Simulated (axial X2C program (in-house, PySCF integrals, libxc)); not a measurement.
Spin–orbit effects down a group: molecules with Ga, HF

All values come from calculations with an axial X2C code built on PySCF integrals, spin-free (one-electron X2C) or two-component (2c: spin–orbit coupling with atomic mean-field Coulomb and Gaunt terms, which also bring small scalar terms), in Dyall basis sets with cores contracted in-house; open shells are unrestricted.

Basis sets: C dyall-v3z, Ga dyall-cv3z, Ge dyall-cv3z, Si dyall-v3z, Sn dyall-cv3z.

```json
{"molecule": "GaC", "spin-free state": "M_S = 3/2, Λ = 0", "Re (Å)": "2.027", "ωe (cm⁻¹)": "544.2", "De (eV)": "2.26", "2c state": "Ω = 3/2", "Re 2c (Å)": "2.027", "ωe 2c (cm⁻¹)": "543.9", "De 2c (eV)": "n/a"}
{"molecule": "GaSi", "spin-free state": "M_S = 3/2, Λ = 0", "Re (Å)": "2.495", "ωe (cm⁻¹)": "271.6", "De (eV)": "1.55", "2c state": "Ω = 3/2", "Re 2c (Å)": "2.496", "ωe 2c (cm⁻¹)": "271.5", "De 2c (eV)": "n/a"}
{"molecule": "GaGe", "spin-free state": "M_S = 3/2, Λ = 0", "Re (Å)": "2.547", "ωe (cm⁻¹)": "198.8", "De (eV)": "1.48", "2c state": "Ω = 3/2", "Re 2c (Å)": "2.549", "ωe 2c (cm⁻¹)": "198.5", "De 2c (eV)": "n/a"}
{"molecule": "GaSn", "spin-free state": "M_S = 3/2, Λ = 0", "Re (Å)": "2.748", "ωe (cm⁻¹)": "162.8", "De (eV)": "1.29", "2c state": "Ω = 3/2", "Re 2c (Å)": "2.752", "ωe 2c (cm⁻¹)": "162.0", "De 2c (eV)": "n/a"}
```

Each entry is the lowest single determinant of a limited PBE0 search at one distance. De goes to single-determinant-based atoms at the same level (for ions the charge split of lowest energy) and is withheld (n/a) where an atom does not fit its ground term or J level. Main or longest-lived isotopes. One determinant is a doubtful description, or other states lie close, for GaC, GaSi, GaGe, GaSn; these need not be ground states, and all values refer to the states named. With several unpaired electrons the Ω given is that of one determinant, not necessarily of the lowest component.
